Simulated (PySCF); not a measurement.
**How methods differ on the excitation energy of Se⁺**

Se⁺ [Ar] 3d10 4s2 4p3 (4S) → Se⁺ [Ar] 3d10 4s1 4p3 4d1 (6D), as a difference of total energies. Computed with PySCF 2.14 in aug-cc-pVDZ-PP with ECP10MDF (5s4p3d, 32 functions), with a scalar-relativistic core potential. Correlated levels: valence: 3s2 3p6 3d10 frozen. The calculations carry no spin-orbit coupling.

| method | excitation energy (eV) |
| --- | --- |
| UHF | 19.263 |
| LDA | 22.127 |
| PBE | 21.660 |
| PBE0 | 21.355 |
| r2SCAN | 21.281 |
| PBEsol | 21.569 |
| CAM-B3LYP | 22.197 |
| M06-2X | 21.513 |
| wB97X-V | 21.738 |
| MP2 (valence) | 20.448 |
| SCS-MP2 (valence) | 20.650 |

Task: How much does correlation contribute at MP2 (valence)?

Result: 20.448 − (19.263) = 1.185 eV, measured against UHF.

The upper state lies above the first ionisation limit, but in LS coupling its spin forbids autoionisation to the ground ion.

The promoted electron is Rydberg-like, and one or two diffuse shells describe it only roughly, which tends to raise the upper state.
